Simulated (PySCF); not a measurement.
## Atomic charges by several schemes

Species: C8H12.
Numbering: `[CH:1]#[C:2][CH:3]1[CH2:4][CH2:5][CH2:6][CH2:7][CH2:8]1` (hydrogens: H9 on C1; H10 on C3; H11, H12 on C4; H13, H14 on C5; H15, H16 on C6; H17, H18 on C7; H19, H20 on C8)

Geometry (PBE0-D3(BJ)/def2-SVP, Å), atoms numbered from 1 in this order:
```
atom  x, y, z in Å
C1     2.883    1.883   -0.820
C2     1.874    1.354   -0.408
C3     0.657    0.696    0.058
C4    -0.533    0.982   -0.871
C5    -1.800    0.289   -0.384
C6    -1.590   -1.211   -0.213
C7    -0.412   -1.502    0.710
C8     0.863   -0.818    0.229
H9     3.778    2.357   -1.176
H10    0.414    1.115    1.053
H11   -0.686    2.070   -0.951
H12   -0.276    0.627   -1.884
H13   -2.628    0.486   -1.084
H14   -2.104    0.726    0.584
H15   -1.396   -1.665   -1.202
H16   -2.506   -1.687    0.171
H17   -0.652   -1.147    1.729
H18   -0.245   -2.588    0.794
H19    1.694   -1.001    0.927
H20    1.171   -1.239   -0.744
```

Density: PBE0/pcSseg-1 (PySCF); schemes: Mulliken, IAO, Hirshfeld and ESP-fitted. One conformer (not necessarily the lowest) at the PBE0-D3(BJ)/def2-SVP geometry, without solvent, vibrations or thermal averaging.

**Question.** Atoms with like bonding are taken together and averaged. Which atoms carry the highest charge in the Mulliken, IAO, Hirshfeld and ESP-fitted schemes?

**Answer.** The schemes don't all agree: Mulliken C2 (+0.358); IAO H9 (+0.197); Hirshfeld H9 (+0.090); ESP-fitted C3 (+0.555).

**Question.** For which atoms does the sign change between the 4 schemes (beyond +0.03 e in one, beyond −0.03 e in another)?

**Answer.** C2 and C3. Atomic charges aren't observables, and each scheme defines them in its own way.

**Question.** Tabulate the Mulliken, IAO, Hirshfeld and ESP-fitted charges.

**Answer.** In e; atoms taken as equivalent share a row and are averaged (×n: the atom named and its like, n in all):

```csv
atom,environment,Mulliken,IAO,Hirshfeld,ESP-fitted
C1,terminal alkyne carbon,-0.457,-0.263,-0.133,-0.332
C2,alkyne carbon,+0.358,-0.026,-0.036,-0.324
C3,propargylic carbon,-0.333,-0.119,-0.009,+0.555
C4/C8,ring CH2 carbon,-0.160,-0.245,-0.064,-0.247
C5/C7,ring CH2 carbon,-0.215,-0.252,-0.066,-0.045
C6,ring CH2 carbon,-0.229,-0.251,-0.067,-0.055
H9,alkyne hydrogen,+0.055,+0.197,+0.090,+0.283
H10,methine hydrogen,+0.145,+0.147,+0.045,-0.017
H11/H19,methylene hydrogen,+0.131,+0.139,+0.040,+0.070
H12/H20,methylene hydrogen,+0.120,+0.130,+0.035,+0.081
H13/H18,methylene hydrogen,+0.124,+0.136,+0.041,+0.039
H14/H17,methylene hydrogen,+0.112,+0.122,+0.034,+0.021
H15,methylene hydrogen,+0.115,+0.123,+0.034,+0.031
H16,methylene hydrogen,+0.122,+0.133,+0.039,+0.024
```

Mean size of the charges over all atoms: Mulliken 0.177 e, IAO 0.165 e, ESP-fitted 0.131 e, Hirshfeld 0.051 e. Each set sums to the total charge, 0, to within 0.001 e. The IAO scheme counts the electrons in orthogonalised intrinsic atomic orbitals, a minimal basis polarised so that it spans the occupied orbitals exactly. The ESP scheme fits charges at the nuclei, held to the total charge, to the electrostatic potential on points at 1.4 to 2.0 times the van der Waals radii.

**Question.** How many electrons does the Mulliken scheme count on C8?

**Answer.** Its own charge is -0.160 e, so Z − q = 6.160.

**Question.** How closely do the schemes follow one another over all atoms?

**Answer.** Correlation coefficient and root-mean-square difference: IAO with Hirshfeld 0.95, 0.124 e; Mulliken with IAO 0.82, 0.116 e; Mulliken with Hirshfeld 0.75, 0.164 e; Hirshfeld with ESP-fitted 0.60, 0.167 e; IAO with ESP-fitted 0.44, 0.198 e; Mulliken with ESP-fitted 0.04, 0.275 e.

These values come from a run that also computed NMR shieldings. On x86-64 server, one thread, on a shared host, this took 31 s.
